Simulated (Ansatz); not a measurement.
`[CH3][GeH]([CH3])[Cl]` + `N[SiH2][SiH](N)O` → `[CH3][GeH]([NH2])[Cl]` + `C[SiH2][SiH](N)O`  (redistribution)

Isolated molecules relaxed with PBE0-D4/def2-TZVP in Ansatz; ΔE leaves out vibrations. CCSD(T)/CBS is the MP2 limit (def2-TZVPP, def2-QZVPP) plus CCSD(T) − MP2 in def2-TZVPP, frozen cores. DFT in def2-TZVPP. B3LYP here is the variant with VWN-RPA as its local correlation; programs differ in this. For Ge outer-core shells are correlated without core-valence functions, which leaves a few kJ/mol of doubt a bond. Scalar relativity is left out up to krypton. Each species was taken in one conformer, which may not be the lowest.

`[CH3][GeH]([CH3])[Cl]`:

Cartesian coordinates in Å:
```
C -0.399 -1.248 1.030
Ge 0.566 -0.241 -0.321
C -0.087 1.576 -0.536
Cl 0.230 -1.253 -2.214
H -1.464 -1.254 0.796
H -0.255 -0.793 2.012
H -0.039 -2.277 1.061
H 2.089 -0.285 -0.097
H -1.153 1.561 -0.763
H 0.072 2.143 0.384
H 0.441 2.071 -1.352
```

`N[SiH2][SiH](N)O`:

Cartesian coordinates in Å:
```
N -1.973 0.083 0.298
Si -0.556 0.599 1.167
Si 1.293 0.045 -0.182
N 0.567 -0.060 -1.726
O 2.093 -1.335 0.260
H -2.081 -0.901 0.101
H -2.863 0.473 0.568
H -0.687 2.076 1.315
H -0.430 0.042 2.551
H 2.387 1.048 -0.111
H 1.066 -0.052 -2.599
H -0.416 0.136 -1.826
H 1.601 -2.154 0.185
```

`[CH3][GeH]([NH2])[Cl]`:

```xyz
10

C    -0.615    1.188    0.653
Ge   -0.001   -0.101   -0.652
N     1.296   -1.148    0.085
Cl   -1.754   -1.268   -1.234
H    -1.013    0.667    1.524
H     0.215    1.825    0.963
H    -1.405    1.804    0.223
H     0.550    0.477   -1.961
H     1.698   -1.830   -0.543
H     1.028   -1.613    0.942
```

`C[SiH2][SiH](N)O`:

Z-matrix (Å, degrees):
```
C
Si 1 1.876
H 1 1.092 2 110.7
H 1 1.092 2 110.0 3 -119.2
H 1 1.092 2 111.3 3 120.4
Si 2 2.339 1 112.5 3 62.8
H 2 1.492 1 110.5 3 -59.3
H 2 1.494 1 110.0 3 -176.9
O 6 1.659 2 103.1 1 39.1
N 6 1.710 2 110.3 1 163.7
H 6 1.493 2 114.8 1 -79.6
H 9 0.959 6 117.4 2 -179.6
H 10 1.005 6 122.9 2 146.6
H 10 1.006 6 123.3 2 -46.8
```

```csv
level,ΔE (kJ/mol),difference from CCSD(T)/CBS
r2SCAN-D4,13.0,-2.7
PBE0-D4,13.3,-2.4
ωB97X-V,13.7,-2.0
ωB97M-V,15.1,-0.6
B2PLYP,14.1,-1.6
PBE,11.2,-4.5
r2SCAN,12.9,-2.8
PBE0,12.7,-3.0
B3LYP,13.5,-2.2
MP2/def2-TZVPP,15.9,0.2
SCS-MP2/def2-TZVPP,15.2,-0.5
CCSD/def2-TZVPP,14.9,-0.8
HF/def2-QZVPP,13.6,-2.1
MP2/def2-QZVPP,16.7,1.0
SCS-MP2/def2-QZVPP,15.9,0.2
CCSD/CBS(def2),16.2,0.5
CCSD(T)/CBS,15.7,0
```

Largest T1 diagnostic among the species: 0.012.
